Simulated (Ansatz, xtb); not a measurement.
# Two isomers of C4H5BrN2

Structure X is `Cc1[nH]cnc1Br`, a singlet and structure Y is `Cc1c[nH]c(Br)n1`, a singlet. Both are isolated molecules in the gas phase, relaxed with PBE-D3(BJ)/def2-SVP.

Energies in hartree; the thermal terms are from GFN2-xTB frequencies at re-optimised GFN2-xTB minima (ideal gas, soft modes damped towards free rotors, one conformer each, 298.15 K, 1 atm) and include the zero-point energy:

|  | X | Y |
| --- | --- | --- |
| E, CCSD(T)/def2-SVP | −2836.337670 | −2836.335826 |
| E, MP2/def2-SVP | −2836.266156 | −2836.263990 |
| E, MP2/def2-TZVPP | −2837.109882 | −2837.108197 |
| zero-point energy | 0.086736 | 0.086366 |
| H(298 K) − E | 0.094565 | 0.094309 |
| G(298 K) − E | 0.054318 | 0.053795 |

Correct the CCSD(T) difference for the basis set by the MP2 change, then work out ΔE, ΔE₀, ΔH and ΔG for X → Y in kJ/mol (1 Eh = 2625.50 kJ/mol) and the equilibrium ratio [Y]/[X].

1. Differences Y − X: CCSD(T) +0.001844, MP2 in the small set +0.002166, MP2 in the large set +0.001685 Eh.
2. ΔE = +0.001844 + (+0.001685 − (+0.002166)) = +0.001363 Eh = +3.58 kJ/mol.
3. ΔE₀ = ΔE + ΔZPE = +0.001363 + (−0.000370) Eh = +2.61 kJ/mol.
4. ΔH = ΔE + (−0.000256) Eh = +2.91 kJ/mol.
5. ΔG = ΔE + (−0.000523) Eh = +2.21 kJ/mol, so ΔS = (ΔH − ΔG)/T = +2.4 J/(mol K).
6. kT = 0.9442 mEh, so K = [Y]/[X] = exp(−ΔG/kT) = exp(−0.89) ≈ 0.41.

The two are too close for this level to say which is favoured. An error of 4 kJ/mol in ΔG would change K by a factor of 5. Mirror images and further conformers aren't counted.

As drawn, both hold the same kinds of bond in the same numbers.

Other levels gave ΔE = +2.1 (GFN2-xTB); +5.0 (HF/STO-3G, GFN2-xTB geometries); +5.5 (r2SCAN-D4/def2-SVP, GFN2-xTB geometries); +5.1 (PBE-D3(BJ)/def2-SVP); +2.5 (HF/def2-SVP); +5.7 (MP2/def2-SVP); +4.8 (CCSD(T)/def2-SVP) kJ/mol. The correlated steps freeze 15 core orbitals; the filled d shell of Br is correlated, in a basis made for valence electrons. Programs: Ansatz 0.2.0, xtb 6.7.1.
